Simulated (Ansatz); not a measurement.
Consider the substitution at a C–C bond: `C[Se]CC=N` + H–F → `N=CF` + `C[Se]C`.

Gas-phase electronic energies from Ansatz, PBE0-D4/def2-TZVP geometries. CCSD(T)/CBS adds triple-zeta CCSD(T) − MP2 to the extrapolated MP2 energy (def2 sets, frozen cores). This one scheme is used for every species. Functionals use def2-TZVPP. For Se outer-core shells are correlated without core-valence functions, which leaves a few kJ/mol of doubt a bond. Scalar relativity is left out up to krypton. One conformer a species, not always the lowest.

(1) Is it downhill or uphill in electronic energy at CCSD(T)/CBS, and by how much? (An estimate is asked.)

(2) What do these levels give: ωB97X-V, r2SCAN, PBE0, CCSD/def2-TZVPP, HF/def2-QZVPP, MP2/def2-QZVPP? (Best estimate.)

Largest T1 diagnostic among the species: 0.013.

Results:

(1) Ansatz gave: Uphill: ΔE = +25.7 kJ/mol.

(2) Computed: ωB97X-V 5.3, r2SCAN 1.3, PBE0 5.4, CCSD/def2-TZVPP 16.6, HF/def2-QZVPP -11.3, MP2/def2-QZVPP 31.4 kJ/mol.

From PBE to PBE0 (25 % exact exchange), in def2-TZVPP and without D4, ΔE moves by +4.7 kJ/mol. In def2-TZVPP, CCSD(T) changes the Hartree–Fock value by +30.7 kJ/mol (the triples alone add +3.4 kJ/mol) and MP2 by +39.1 kJ/mol. The D4 term adds +12.6 kJ/mol with B3LYP and +7.0 kJ/mol with PBE0; it sums over pairs of atoms, weighted by their polarisabilities, and B3LYP, whose exchange is more repulsive, gets the larger term.

B3LYP here is the variant with VWN-RPA as its local correlation; programs differ in this.
